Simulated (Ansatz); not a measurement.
Gas-phase electronic energies from Ansatz, PBE0-D4/def2-TZVP geometries. CCSD(T)/CBS is the MP2 limit (def2-TZVPP, def2-QZVPP) plus CCSD(T) − MP2 in def2-TZVPP, frozen cores. def2 core potentials past Kr. For Sn outer-core shells are correlated without core-valence functions, which leaves a few kJ/mol of doubt a bond. One conformer a species, not always the lowest.

Consider the formal exchange of groups at the Sn–C bond: `N=C(O)[CH2][SnH3]` + `OCO[SiH3]` → `[SiH3][O][SnH3]` + `N=C(O)CCO`.

```csv
species,CCSD(T)/CBS(def2) energy (Eh)
`N=C(O)[CH2][SnH3]`,-424.19329
`OCO[SiH3]`,-481.10433
`[SiH3][O][SnH3]`,-581.91447
`N=C(O)CCO`,-323.41221
```

Task: Work out ΔE.

Result: ΔE = (-581.91447) + (-323.41221) − (-424.19329) − (-481.10433) = -0.02906 Eh = -76.3 kJ/mol.

Largest T1 diagnostic among the species: 0.013.

In def2-TZVPP, CCSD(T) changes the Hartree–Fock value by +3.9 kJ/mol (the triples alone add +0.2 kJ/mol) and MP2 by +3.1 kJ/mol.
